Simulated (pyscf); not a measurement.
## H₃C–CH=SiH₂, singlet

Gas-phase minimum from PySCF at ωB97X-D3(BJ)/def2-SVP, one conformer. H₃C–CH=SiH₂ lies 19.0 kcal/mol over its isomer H₂C=CH–SiH₃, and others may lie lower still (electronic energy, ωB97M-D3(BJ)). 

```xyz
9

C      0.1845    -0.6152    -0.3976
C     -0.8995     0.1584     0.3063
Si    -0.7074     1.2926     1.5686
H      0.1894    -0.4017    -1.4808
H      1.1867    -0.3769    -0.0074
H      0.0347    -1.7035    -0.2883
H     -1.9245    -0.0347    -0.0370
H      0.6196     1.6502     2.1303
H     -1.8612     1.9925     2.1829
```

Bonded distances (Å): C1–C2 1.506, C1–H4 1.104, C1–H5 1.102, C1–H6 1.104, C2–Si3 1.708, C2–H7 1.098, Si3–H8 1.485, Si3–H9 1.483. Bond angles (°): C2–C1–H4 111.2, C2–C1–H5 112.2, C2–C1–H6 111.2, H4–C1–H5 107.6, H4–C1–H6 106.8, H5–C1–H6 107.6, C1–C2–Si3 127.3, C1–C2–H7 115.8, Si3–C2–H7 116.9, C2–Si3–H8 122.7, C2–Si3–H9 122.2, H8–Si3–H9 115.2.

Properties at ωB97X-D3(BJ)/def2-SVP:

```json
{
 "harmonic_wavenumbers_unscaled": "210, 243, 418, 491, 630, 805, 835, 954, 1006, 1038, 1152, 1361, 1411, 1465, 1486, 2290, 2307, 3045, 3121, 3147, 3183 cm⁻¹",
 "zero_point_energy": "43.7 kcal/mol",
 "rotational_symmetry_number": "1",
 "Entropy of this conformer at 298 K and 1 atm, rigid rotor and harmonic oscillator, modes under 100 cm⁻¹ raised to 100": "284.8 J/(mol K)",
 "dipole_moment": "0.29 D"
}
```

Single-point totals, which compare only within one level (frozen core for MP2 and CC):

```
level                   total energy (hartree)
----------------------  ----------------------
ωB97X-D3(BJ)/def2-TZVP              -369.35802
PBE/def2-TZVP                       -369.02335
r²SCAN/def2-TZVP                    -369.20893
B3LYP-D3(BJ)/def2-TZVP              -369.32946
PBE0-D3(BJ)/def2-TZVP               -369.06855
M06-2X/def2-TZVP                    -369.22016
ωB97M-D3(BJ)/def2-TZVP              -369.34911
HF/def2-TZVPP                       -368.13197
MP2/def2-TZVPP                      -368.60296
CCSD/def2-TZVPP                     -368.64236
CCSD(T)/def2-TZVPP                  -368.66474
```

The CCSD(T) − MP2 part came from Ansatz, without density fitting, on the same reference.
